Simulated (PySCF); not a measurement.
Geometry (Å), atoms numbered from 1 in this order:
```xyz
15

O     2.7140   -0.1881   -0.6614
C     1.7668   -0.9634   -0.6568
C     0.4139   -0.5879   -0.2926
C    -0.6281   -1.5315   -0.3124
C    -1.9169   -1.1693    0.0345
C    -2.1714    0.1605    0.4079
C    -1.1640    1.1119    0.4365
C     0.1477    0.7547    0.0865
O     1.1043    1.6665    0.1162
H     1.9224   -2.0293   -0.9452
H    -0.3979   -2.5594   -0.6080
H    -2.7254   -1.9018    0.0188
H    -3.1869    0.4563    0.6831
H    -1.3588    2.1457    0.7264
H     1.9419    1.2145   -0.1621
```

Non-relativistic, no solvent, one computed conformer. B3LYP/pcJ-1 coupling constants (without the spin–dipole term); KT2/pcSseg-1 with gauge-including orbitals; geometry from PBE0-D3(BJ)/def2-SVP; PySCF 2.14.0 with density-fitted response routines.

Problem. Predict the 2D correlation tables (HSQC, COSY, HMBC).

Solution. 

HSQC (one-bond C–H):
```csv
δH,δC,"1J(C,H) (Hz)"
9.49 (H10),185.1 (C2),179
7.17 (H13),130.9 (C6),166
6.92 (H11),126.9 (C4),165
6.75 (H14),113.3 (C7),171
6.67 (H12),113.8 (C5),172
```

COSY cross peaks (|J| ≥ 2 Hz):
```csv
δH,δH,abs. J (Hz),bonds
7.17 (H13),6.75 (H14),9.5,3
7.17 (H13),6.67 (H12),8.0,3
6.92 (H11),6.67 (H12),8.6,3
```

HMBC (two and three bonds, |J| ≥ 2.5 Hz):
```csv
δH,δC [abs. J in Hz]
9.49 (H10),"160.0 (C8) [4.9], 114.5 (C3) [20.7]"
7.17 (H13),"160.0 (C8) [10.2], 126.9 (C4) [9.1]"
6.92 (H11),"185.1 (C2) [7.1], 160.0 (C8) [7.6], 130.9 (C6) [9.4]"
6.75 (H14),"114.5 (C3) [5.1], 113.8 (C5) [8.5]"
6.67 (H12),"114.5 (C3) [7.8], 113.3 (C7) [7.6]"
```

δ = σ(ref) − σ, references computed at the same level: 1H (σref 31.18), 13C (σref 183.22) against TMS.

Short H···H contacts in this conformer between protons four or more bonds apart (candidates for NOE cross peaks, intensity ∝ r⁻⁶): H10···H11 2.40 Å.

OH and NH positions are those of a molecule without intermolecular hydrogen bonds; in solution they move with solvent, concentration and temperature, and exchange usually removes their couplings. Unscaled 3J(H,H) at this level run about 10 % above measured values. Shifts are as computed. Against solution values, carbons near 30 ppm lie about +2 ppm off and those near 130 ppm about -5 ppm. Of 1211 compounds with measured shifts, 218 miss one by over three times the rms of a fit or turn the order of signals round; such compounds aren't used in these exercises.
